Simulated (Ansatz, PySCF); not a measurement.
This Ansatz (a program for electronic structure) input computes a B3LYP/def2-TZVPD energy:

Ansatz 0.2 input:
```yaml
crystal:
  periodic: [false, false, false]
  atoms:
    - {symbol: Al, position_ang: [-0.00653357, 0.01315504, -0.00794229]}
    - {symbol: F, position_ang: [-1.39024871, -0.84274989, -0.23757517]}
    - {symbol: F, position_ang: [0.07204872, 1.54413220, -0.58607768]}
    - {symbol: O, position_ang: [1.32366063, -0.62215038, 0.79430802]}
    - {symbol: H, position_ang: [1.35945132, -1.50625337, 1.16166128]}
basis:
  gaussian:
    orbitals: def2-TZVPD
hamiltonian:
  xc: {name: B3LYP}
output: {forces: true}
```

Question: Write an input for the same energy in PySCF and say what it gives.

Answer: 
```python
from pyscf import gto, scf, dft

mol = gto.M(
    atom='''
    Al   -0.00653357    0.01315504   -0.00794229
    F    -1.39024871   -0.84274989   -0.23757517
    F     0.07204872    1.54413220   -0.58607768
    O     1.32366063   -0.62215038    0.79430802
    H     1.35945132   -1.50625337    1.16166128
    ''',
    basis='def2-tzvpd',
    charge=0,
    spin=0,
    verbose=4,
)

mf = dft.RKS(mol, xc='b3lyp').density_fit(auxbasis='def2-universal-jkfit')
mf.grids.level = 3
mf.conv_tol = 1e-9
mf.max_cycle = 100
mf.max_memory = 1500
mf.kernel()
if not mf.converged:
    mf = mf.newton()
    mf.kernel(mf.make_rdm1())
mf.analyze()
```
It gives -518.31798 Eh, and Ansatz -518.31794 Eh, a difference of 0.04 mEh, from the treatment of integrals and grids.
